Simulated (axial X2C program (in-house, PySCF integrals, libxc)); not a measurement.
**Spin–orbit effects down a group: molecules with Sn, PBE0**

Calculated with an axial X2C code built on PySCF integrals, spin-free (one-electron X2C) or two-component (2c: spin–orbit coupling with atomic mean-field Coulomb and Gaunt terms, which also bring small scalar terms), in Dyall basis sets with cores contracted in-house; open shells are unrestricted.

Basis sets: O dyall-av3z, S dyall-av3z, Se dyall-cv3z, Sn dyall-cv3z, Te dyall-cv3z.

```json
{"molecule": "SnO", "spin-free state": "M_S = 0, Λ = 0", "Re (Å)": "1.818", "ωe (cm⁻¹)": "869.8", "De (eV)": "5.37", "2c state": "Ω = 0", "Re 2c (Å)": "1.819", "ωe 2c (cm⁻¹)": "868.1", "De 2c (eV)": "n/a"}
{"molecule": "SnS", "spin-free state": "M_S = 0, Λ = 0", "Re (Å)": "2.207", "ωe (cm⁻¹)": "500.3", "De (eV)": "4.95", "2c state": "Ω = 0", "Re 2c (Å)": "2.208", "ωe 2c (cm⁻¹)": "499.2", "De 2c (eV)": "n/a"}
{"molecule": "SnSe", "spin-free state": "M_S = 0, Λ = 0", "Re (Å)": "2.324", "ωe (cm⁻¹)": "338.3", "De (eV)": "4.56", "2c state": "Ω = 0", "Re 2c (Å)": "2.325", "ωe 2c (cm⁻¹)": "336.9", "De 2c (eV)": "n/a"}
{"molecule": "SnTe", "spin-free state": "M_S = 0, Λ = 0", "Re (Å)": "2.521", "ωe (cm⁻¹)": "267.2", "De (eV)": "4.02", "2c state": "Ω = 0", "Re 2c (Å)": "2.525", "ωe 2c (cm⁻¹)": "264.1", "De 2c (eV)": "n/a"}
```

(1) Work out the shifts from the spin-free to the two-component result.

Each entry is the lowest single determinant of a limited PBE0 search at one distance. De goes to single-determinant-based atoms at the same level (for ions the charge split of lowest energy) and is withheld (n/a) where an atom does not fit its ground term or J level. Main or longest-lived isotopes. The functionals have no current term, which raises determinants with orbital currents.

## Answers

(1) 

| molecule | 2c state | ΔRe (Å) | Δωe (cm⁻¹) | ΔDe (eV) |
| --- | --- | --- | --- | --- |
| SnO | Ω = 0 | 0.001 | -1.7 | n/a |
| SnS | Ω = 0 | 0.001 | -1.1 | n/a |
| SnSe | Ω = 0 | 0.001 | -1.4 | n/a |
| SnTe | Ω = 0 | 0.004 | -3.1 | n/a |

Shifts of one unit in the last digit are rounding.
